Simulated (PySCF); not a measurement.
CH10Si3.
Atom-mapped SMILES: `[CH3:1][SiH:2]([SiH3:3])[SiH3:4]` (hydrogens: H5, H6, H7 on C1; H8 on Si2; H9, H10, H11 on Si3; H12, H13, H14 on Si4)

The same species was optimised twice, with GFN2-xTB and with PBE0-D3(BJ)/def2-SVP (PySCF), and the same property calculations (PySCF, gas phase) were run on both structures.

```csv
coordinate,GFN2-xTB,PBE0-D3(BJ)/def2-SVP,change
Si4–H13 (Å),1.466,1.497,+0.031
Si3–H9 (Å),1.466,1.497,+0.031
Si4–H14 (Å),1.467,1.498,+0.031
Si3–H10 (Å),1.467,1.498,+0.031
Si3–H11 (Å),1.465,1.496,+0.031
Si4–H12 (Å),1.465,1.496,+0.031
Si2–Si4 (Å),2.323,2.347,+0.024
Si2–Si3 (Å),2.323,2.346,+0.023
C1–Si2 (Å),1.911,1.891,-0.020
Si2–H8 (Å),1.482,1.500,+0.018
C1–H6 (Å),1.087,1.101,+0.014
C1–H5 (Å),1.087,1.101,+0.014
C1–H7 (Å),1.087,1.101,+0.014
Si3–Si2–Si4 (°),116.5,108.2,-8.3
C1–Si2–H8 (°),104.4,110.3,+5.9
Si2–Si4–H13 (°),114.7,111.3,-3.4
Si2–Si3–H9 (°),114.5,111.2,-3.3
H13–Si4–H14 (°),105.6,108.2,+2.6
H9–Si3–H10 (°),105.7,108.2,+2.5
H12–Si4–H13 (°),106.3,108.7,+2.4
Si2–Si3–H10 (°),112.1,109.7,-2.4
```

Rotational constants: A = 3777, B = 1824, C = 1358 MHz (GFN2-xTB) against A = 3450, B = 1947, C = 1388 MHz (PBE0-D3(BJ)/def2-SVP). Point groups within 0.08 Å: Cs and Cs. Atoms that the bonding makes alike are paired by their places after alignment.

On the GFN2-xTB structure: lowest singlet, TDDFT (eV) 6.81 [CAM-B3LYP/def2-SVPD]; lowest triplet, Tamm–Dancoff (eV) 5.86 [CAM-B3LYP/def2-SVPD]; isotropic polarisability (au) 101.7 [CAM-B3LYP/def2-SVPD]; HOMO (eV) -9.34 [CAM-B3LYP/def2-SVPD]; LUMO (eV) 0.57 [CAM-B3LYP/def2-SVPD]; dipole (D) 0.78 [CAM-B3LYP/def2-SVPD]; HOMO (eV) -8.18 [PBE0/pcSseg-1]; LUMO (eV) -0.42 [PBE0/pcSseg-1]; dipole (D) 0.79 [PBE0/pcSseg-1]; GIAO shielding of C1 (ppm) 194.0 [PBE0/pcSseg-1]; GIAO shielding of Si2 (ppm) 437.3 [PBE0/pcSseg-1]; GIAO shielding of Si3/Si4 (mean) (ppm) 462.7 [PBE0/pcSseg-1].

**Question.** What do these properties become on the PBE0-D3(BJ)/def2-SVP structure?

**Answer.** 
```tsv
property	level	on GFN2-xTB	on PBE0-D3(BJ)/def2-SVP	change
lowest singlet, TDDFT (eV)	CAM-B3LYP/def2-SVPD	6.81	6.62	-0.19
lowest triplet, Tamm–Dancoff (eV)	CAM-B3LYP/def2-SVPD	5.86	5.83	-0.03
isotropic polarisability (au)	CAM-B3LYP/def2-SVPD	101.7	104.2	+2.5
HOMO (eV)	CAM-B3LYP/def2-SVPD	-9.34	-8.96	+0.38
LUMO (eV)	CAM-B3LYP/def2-SVPD	0.57	0.77	+0.20
dipole (D)	CAM-B3LYP/def2-SVPD	0.78	0.93	+0.15
energy, GFN2-xTB geometry as zero (kcal/mol)	CAM-B3LYP/def2-SVPD	0.0	-2.6	-2.6
HOMO (eV)	PBE0/pcSseg-1	-8.18	-7.82	+0.36
LUMO (eV)	PBE0/pcSseg-1	-0.42	-0.16	+0.26
dipole (D)	PBE0/pcSseg-1	0.79	0.94	+0.15
energy, GFN2-xTB geometry as zero (kcal/mol)	PBE0/pcSseg-1	0.0	-2.8	-2.8
GIAO shielding of C1 (ppm)	PBE0/pcSseg-1	194.0	192.7	-1.3
GIAO shielding of Si2 (ppm)	PBE0/pcSseg-1	437.3	431.6	-5.7
GIAO shielding of Si3/Si4 (mean) (ppm)	PBE0/pcSseg-1	462.7	454.9	-7.8
```

The heavy atoms differ by 0.086 Å rms after alignment (one structure mirrored). Among all bonds Si3–H9, Si3–H10, Si3–H11, Si4–H12, Si4–H13 and Si4–H14 change most and about equally (+0.031 Å). Changes are differences of the printed values. Neither structure is proved a minimum here.
